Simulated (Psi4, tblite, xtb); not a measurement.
Intermolecular potential of HF ··· H4Ge (SMILES F and [GeH4]). Monomers: optimised at B3LYP-D3(BJ) (def2-TZVP), held rigid. Orientation: lowest of the rigid-body minima from ten starts at GFN2-xTB. Only R, the distance of the centres of mass, is varied, so the lowest point isn't the relaxed dimer.

Geometry at R = 2.87 Å (first 2 atoms: monomer A):
```
7

F      0.4622     0.0000     0.0000
H     -0.4622     0.0000     0.0000
Ge     2.4526     1.6209     1.2084
H      2.7989     1.3739    -0.2674
H      3.5462     2.4853     1.8532
H      1.1031     2.3481     1.3028
H      2.3622     0.2762     1.9450
```

Levels of theory: GFN2-xTB (tblite); PBE/def2-TZVP, counterpoise-corrected (Psi4); GFN1-xTB (xtb); PBE-D3(BJ)/def2-TZVP, counterpoise-corrected (Psi4); SAPT0/jun-cc-pVDZ, frozen core (Psi4).

Interaction energies in kcal/mol (negative: bound); R is the distance of the centres of mass, d the F1···H4 distance.

```tsv
R / Å	d / Å	GFN2-xTB	PBE/def2-TZVP	GFN1-xTB	PBE-D3(BJ)/def2-TZVP	SAPT0/jun-cc-pVDZ
2.31	2.27	5.34	13.98	3.04	13.26	14.42
2.45	2.38	0.10	8.26	-1.73	7.58	8.52
2.65	2.54	-3.57	3.54	-5.16	2.91	3.62
2.87	2.72	-4.53	1.03	-6.27	0.47	1.03
3.11	2.93	-3.98	-0.10	-5.99	-0.58	-0.13
3.26	3.06	-3.37	-0.37	-5.48	-0.81	-0.41
3.56	3.33	-2.15	-0.51	-4.30	-0.84	-0.53
3.84	3.59	-1.28	-0.44	-3.27	-0.69	-0.45
4.36	4.07	-0.43	-0.25	-1.82	-0.39	-0.27
5.11	4.78	-0.08	-0.08	-0.67	-0.14	-0.12
6.10	5.73	0.00	-0.02	-0.16	-0.04	-0.05
7.38	6.98	0.00	-0.01	-0.03	-0.02	-0.02
```

Lowest grid point: GFN2-xTB -4.53 kcal/mol at R = 2.87 Å; PBE/def2-TZVP -0.51 kcal/mol at R = 3.56 Å; GFN1-xTB -6.27 kcal/mol at R = 2.87 Å; PBE-D3(BJ)/def2-TZVP -0.84 kcal/mol at R = 3.56 Å; SAPT0/jun-cc-pVDZ -0.53 kcal/mol at R = 3.56 Å.
